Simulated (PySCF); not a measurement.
A calculated (M06-L, PySCF 2.14, x2c-TZVPPall, scalar relativity by spin-free X2C-1e) atom or ion has these occupied shells.

```
shell  electrons  orbital energy (eV)  rms radius, mean of both spins (bohr)
 1s β          1             -12522.0                                 0.0508
 1s α          1             -12521.9                                 0.0508
 2s β          1              -1623.5                                  0.212
 2s α          1              -1623.5                                  0.212
 2p β          3              -1424.8                                  0.189
 2p α          3              -1424.8                                  0.189
 3s β          1              -222.72                                  0.612
 3s α          1              -222.67                                  0.612
 3p β          3              -159.52                                  0.636
 3p α          3              -159.46                                  0.636
 3d β          5              -56.261                                  0.701
 3d α          5              -56.156                                  0.701
 4s β          1              -18.584                                   1.92
 4p β          2               -7.390                                   2.45
 4p α          3               -6.999                                   2.45
```

Problem. Name the element and its charge.

Solution. Se (selenium, neutral), in [Ar] 3d10 4s1 4p5, 4s spin antiparallel (an excited configuration).
